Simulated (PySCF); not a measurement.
Compound: SnCl2.
Bonds: Sn1–Cl2, Sn1–Cl3.

Computed by this run: PBE0-D3(BJ)/def2-SVP geometry optimisation, gas phase, def2 core potentials past Kr in PySCF 2.14.0; density fitting, grid level 1; the optimiser is geomeTRIC in internal coordinates, started from a GFN2-xTB structure with every atom displaced at random (about 0.03 Å).

Step 0: E = -30863.7572 eV
```
atom  x, y, z in Å  |  force x, y, z in eV/Å
Sn1     0.0661   -0.0838   -1.0112   -1.381  -0.003  -0.505
Cl2     1.7956   -0.0326    0.5145    0.803   0.012   0.832
Cl3    -1.8781    0.0192    0.4768    0.578  -0.008  -0.327
```

Problem. Estimate the geometry and energy of step 1. (The exact step hangs on the optimiser's Hessian estimate; all steps are aligned on step 0, rigid shifts and turns removed.)

Solution. E = -30863.8281 eV, largest force 0.072 eV/Å
```
atom  x, y, z in Å  |  force x, y, z in eV/Å
Sn1     0.0148   -0.0843   -1.0360    0.055   0.004  -0.039
Cl2     1.8022   -0.0310    0.5485   -0.071  -0.007  -0.009
Cl3    -1.8334    0.0181    0.4675    0.016   0.003   0.048
```

The energy changes by -0.0709 eV. The first-order estimate −F·Δx gives -0.1459 eV and the mean of the old and new forces, exact on a quadratic surface, -0.0718 eV. The step makes an angle of 25° with the force vector and moves no atom by more than 0.057 Å.

What follows is the cost of the whole optimisation. The run took 9.9 s of wall time on one thread, Arm Neoverse V2 (aarch64) (shared host), and the process peaked at 0.26 GiB of memory.
